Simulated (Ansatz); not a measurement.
**ZnH, doublet: energies of several shapes or isomers**

Program: Ansatz, Gaussian basis, development build. Basis def2-SVP, nonrelativistic, 5 orbitals frozen in the corrections; active space CAS(13,8). Restricted Hartree–Fock, then the lowest state-specific CASSCF solution met for each case. Small basis; these aren't basis-limit values. On stretched bonds single-reference methods can fail or change state. Unlike active orbitals can shift such differences by tenths of an eV, at times by over 1 eV. The orbital stability of a CASSCF solution shown is undecided.

Case A: bond length 4.7850 Å. A bond is stretched, to 3.13 times the sum of the covalent radii.

Case B: bond length 2.3925 Å. A bond is stretched, to 1.56 times the sum of the covalent radii.

Energy less that of case A, in eV:

```
case  RHF/ROHF  CASSCF
   B    +0.129  -0.096
```

(1) What does SC-NEVPT2 give for these differences?

(2) Which case is lowest, and do the methods agree?

Answers

(1) B: -0.465 eV (-10.7 kcal/mol).

(2) B is lowest in SC-NEVPT2. RHF/ROHF puts A lowest.
